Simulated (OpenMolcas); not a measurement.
A calculation on W IV.

```
Program             : OpenMolcas
Method              : MS-CASPT2, IPEA 0.25 Eh, imaginary shift 0.1 Eh (closed shells correlated: 5s 5p)
Basis               : ANO-RCC-VTZP [8s7p5d3f2g1h]
Scalar Hamiltonian  : DKH2, point nucleus
Active space        : 3 electrons in 10 orbitals (5d 6d)
State averaging     : 2S+1 = 4 even, 10 roots; 2S+1 = 2 even, 40 roots
Spin-orbit coupling : state interaction with AMFI integrals over the reference wave functions, term energies averaged over their components
```

Problem. Which level of the active space comes out lowest?

Solution. 5d3 4F 3/2, with 87 % of that term; it is also the measured ground level.

Problem. How high does 5d3 2G 7/2 lie?

Solution. 16080 cm-1 above the lowest level; measured 15261 cm-1 above the ground level, so the calculation is off by +5 %.

Problem. How high does 5d3 4F 5/2 lie?

Solution. 3690 cm-1 above the lowest level; measured 3537 cm-1 above the ground level, so the calculation is off by +4 %.

Problem. How high does 5d3 4F 7/2 lie?

Solution. 7010 cm-1 above the lowest level; measured 6745 cm-1 above the ground level, so the calculation is off by +4 %.

Problem. The level at 10130 cm-1 has J = 3/2. What is it made of, and what is its g factor?

Solution. 45 % 5d3 2P 3/2, 37 % 5d3 4P, 11 % 5d3 2D(1); g = 1.364, against 1.334 from Landé's formula for the pure leading term.

Measured values: the list in J. Phys. B 45, 035001 (2012).

Term energies are means over components that CASPT2 splits; among the terms shown or strongly mixed into the levels shown the widest spread is 510 cm-1 (5d3 4F). Over all roots computed the reference weight is 0.90 to 0.96; the roots of lowest weight are the least certain, and an intruder state may touch them. Active for correlation alone: 6d; no level in the range computed is led by a configuration that fills it, so any true level of that kind is missing. Computed and measured levels are paired by configuration, term and J; levels that our copy of the source lacks, or whose pairing is in doubt (as where it misses far off the trend of its configuration), stay unpaired and out of the deviations. Only configurations of the active space appear.

A number in round brackets counts repeated terms of one configuration in the order of the reference energies.
